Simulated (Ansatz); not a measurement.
Reactions of ClH₅N₂OTi, SMILES `[NH2][Ti]([NH2])([OH])[Cl]`.

Gas-phase electronic energies from Ansatz, PBE0-D4/def2-TZVP geometries. CCSD(T)/CBS adds triple-zeta CCSD(T) − MP2 to the extrapolated MP2 energy (def2 sets, frozen cores). This one scheme is used for every species. Functionals use def2-TZVPP. B3LYP here is the variant with VWN-RPA as its local correlation; programs differ in this. For Ti outer-core shells are correlated without core-valence functions, which leaves a few kJ/mol of doubt a bond. Scalar relativity is left out up to krypton. One conformer a species, not always the lowest.

```tsv
reaction	RPA@PBE/def2-TZVPP (kJ/mol)	B3LYP-D4 (kJ/mol)	MP2/CBS(def2) (kJ/mol)
`[NH2][Ti]([NH2])([OH])[Cl]` + HCl → `[NH2][Ti]([NH2])([Cl])[Cl]` + H₂O	-31	-34	-49
`[NH2][Ti]([NH2])([OH])[Cl]` + NH₃ → `[NH2][Ti]([NH2])([NH2])[OH]` + HCl	92	101	104
`[NH2][Ti]([NH2])([OH])[Cl]` + H₂O → `[NH2][Ti]([NH2])([OH])[OH]` + HCl	33	39	50
`[NH2][Ti]([NH2])([OH])[Cl]` + NH₃ → `[NH2][Ti]([NH2])([NH2])[Cl]` + H₂O	50	55	46
`[NH2][Ti]([NH2])([OH])[Cl]` + H–F → `[NH2][Ti]([OH])([F])[Cl]` + NH₃	-103	-110	-93
`[NH2][Ti]([NH2])([OH])[Cl]` + HCl → `[NH2][Ti]([OH])([Cl])[Cl]` + NH₃	-86	-93	-99
`[NH2][Ti]([NH2])([OH])[Cl]` + H₂O → `[NH2][Ti]([OH])([OH])[Cl]` + NH₃	-59	-61	-55
`[NH2][Ti]([NH2])([OH])[Cl]` + H–F → `[NH2][Ti]([NH2])([OH])[F]` + HCl	-19	-17	3
```

Give the CCSD(T)/CBS values in the same order. (An estimate is asked.)

The calculation gave: -40, 97, 42, 47, -97, -92, -55, -7 kJ/mol.

Largest T1 diagnostic: 0.025, for `[NH2][Ti]([NH2])([Cl])[Cl]`.
